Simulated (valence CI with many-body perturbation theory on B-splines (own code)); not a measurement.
The numbers below are computed, except where a source is named.
## Hyperfine factors and g values of W⁵²⁺

Method: valence CI with perturbative core correlation (CI+MBPT): four valence electrons over a frozen Dirac-Fock core [Ar], radial functions for each j: 9 s, 9 p, 10 d, 8 f, 5 g, 3 h, 1 i, with the one-electron correlation potential Σ1 (screened to all orders), the two-electron term Σ2, the three-electron term Σ3, Breit, model QED; selected single and double excitations, second order for the rest (own B-spline code, finite nucleus).

No measured spectrum was set against this ion. As an estimate, large intervals hold to a few tenths of a per cent, small ones and those within an open d or f shell to about a per cent. The list stops below the first excitations out of the core. Only levels of the ground parity were solved; by the run's estimate the other parity begins above the list, which can be wrong where configurations are misplaced.

A/g_I is the dipole constant over the nuclear g factor μ/I (μ in nuclear magnetons, uniformly magnetised nucleus), B/Q the quadrupole constant per barn. Both hold the static response of the core; the bare values leave it out. Large factors of s and p1/2 electrons are usually good to 5 to 10 %; those of open d and f shells near neutrality can be off by tens of per cent, and small factors of p3/2, d and f electrons come from cancelling terms and can be off by a factor of two or in sign, in half-filled shells by more. B is blank for J = 1/2, where it vanishes, and for nearly pure S terms. Energies count from the lowest level. Levels with J = 0 are left out.

Levels are named by their leading jj configuration (3d3/2^4 stands for four electrons in 3d with j = 3/2), which in mixed levels can hold well under half, so a name can repeat and another be missing. Letters in brackets count levels of one name in rising energy.

```tsv
Level	E (cm⁻¹)	g	A/g_I (MHz)	A/g_I bare	B/Q (MHz/b)	B/Q bare
(3d3/2^3 3d5/2) J=1	516910	1.490	-7040	-5480	19000	19100
(3d3/2^3 3d5/2) J=4	612740	1.060	63200	63500	7060	6950
(3d3/2^3 3d5/2) J=2	638210	1.195	42600	43300	57400	58000
(3d3/2^3 3d5/2) J=3	665550	1.112	56800	57300	46400	46800
(3d3/2^2 3d5/2^2) J=2 [a]	1108200	1.278	17200	18200	33500	33900
(3d3/2^2 3d5/2^2) J=4 [a]	1126400	1.139	50700	51200	-23600	-24000
(3d3/2^2 3d5/2^2) J=3 [a]	1142900	1.175	40700	41300	8840	8920
(3d3/2^2 3d5/2^2) J=5	1172100	1.078	57300	57700	51500	52000
(3d3/2^2 3d5/2^2) J=6	1194800	1.066	61000	61400	64700	65300
(3d3/2^2 3d5/2^2) J=1	1214400	1.066	67800	68100	9150	9210
(3d3/2^2 3d5/2^2) J=3 [b]	1239200	1.061	65500	65800	12800	12900
(3d3/2^2 3d5/2^2) J=4 [b]	1242200	1.027	65500	65700	-16800	-16900
(3d3/2^2 3d5/2^2) J=2 [b]	1258100	1.076	59300	59600	26700	27000
(3d3/2^2 3d5/2^2) J=2 [c]	1360100	0.968	80300	80300	-7200	-7320
(3d3/2^2 3d5/2^2) J=4 [c]	1403300	1.177	44600	45200	98400	99400
(3d3/2^2 3d5/2^2) J=2 [d]	1505600	1.122	56600	57100	-34000	-34300
(3d3/2 3d5/2^3) J=4	1715900	1.162	41800	42400	-54000	-54600
(3d3/2 3d5/2^3) J=3 [a]	1727100	1.194	32500	33100	3570	3670
(3d3/2 3d5/2^3) J=1	1768900	1.004	55300	55400	26500	26800
(3d3/2 3d5/2^3) J=5	1774600	1.133	49700	50200	-35400	-35900
(3d3/2 3d5/2^3) J=6	1779000	1.077	56600	56900	71800	72700
(3d3/2 3d5/2^3) J=2	1842800	1.058	63600	63900	49400	49800
(3d3/2 3d5/2^3) J=3 [b]	1858700	1.085	56000	56400	13200	13400
```

Task: Take the isotope of mass number 183, with I = 1/2, μ = 0.11739 μN. What is the hyperfine structure of (3d3/2^2 3d5/2^2) J=3 [a]?

Result: From the table A = 9550 MHz. Shifts from the centre of gravity in MHz: F = 5/2: -19100, F = 7/2: 14300.
